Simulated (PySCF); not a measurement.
Ag(2+): ionisation energy

Ag(2+) [Kr] 4d9 (2D) → Ag(3+) [Kr] 4d8 (3F), as a difference of total energies. All numbers are calculated (PySCF 2.14, scalar relativity through the core potential, in def2-TZVPPD with the def2 core potential (28 electrons)). Correlated levels: valence: 4s2 4p6 frozen. The calculations carry no spin-orbit coupling.

| method | ionisation energy (eV) |
| --- | --- |
| UHF | 32.980 |
| MP2 (valence) | 34.833 |
| SCS-MP2 (valence) | 34.696 |
| CCSD (valence) | 34.584 |
| CCSD(T) (valence) | 34.654 |

Q: How much does correlation contribute at CCSD(T) (valence)?

A: 34.654 − (32.980) = 1.674 eV, measured against UHF.

The reference lies between the lowest fine-structure levels, while these numbers refer to the centres of the terms.

Errors of the correlated levels include the incompleteness of this basis and the frozen core.

For comparison: 34.8 ± 0.3 eV (semi-empirical (NIST evaluation); NIST Atomic Spectra Database, ionization energies).
